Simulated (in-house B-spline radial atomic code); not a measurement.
# Ionising In II (In+) with different functionals

Computed with a radial B-spline atomic code at the basis-set limit: four-component Dirac-Coulomb Hamiltonian, Fermi nucleus of rms radius 4.6156 fm, spin-restricted, spherical fractional occupations for the functionals. The ionisation energy is the difference of two self-consistent energies, [Kr] 4d10 5s2 → [Kr] 4d10 5s1, without Breit or QED terms; ε is the level of the shell that loses the electron (mean over j).

Hybrids are left out here: with spherical fractional occupations of an open shell their exact exchange keeps a self-interaction that integer-occupation calculations don't have.

```csv
method,rung,ΔSCF (eV),-ε(5s) (eV)
LDA VWN5,LDA,19.66,15.30
relativistic LDA,LDA,19.62,15.27
LDA PW92,LDA,19.66,15.30
LDA exchange-only,LDA,18.45,14.11
PBE,GGA,19.23,14.92
PBEsol,GGA,19.28,14.98
BLYP,GGA,19.32,14.95
RPBE,GGA,?,?
PW91,GGA,19.32,15.01
BP86,GGA,?,?
AM05,GGA,19.24,14.93
OLYP,GGA,18.84,14.56
```

(1) What does RPBE give?

(2) What does BP86 give?

(3) How do they compare with the NIST value?

Answers

(1) ΔSCF 19.06 eV, and -ε(5s) = 14.77 eV.

(2) ΔSCF 19.44 eV, and -ε(5s) = 15.13 eV.

(3) NIST lists 18.870 eV (measured, ground level to ground level). Errors run from -0.42 to +0.79 eV; OLYP is closest (-0.03 eV), but part of that can be cancellation, since the calculations leave out Breit-QED terms, spin polarisation.
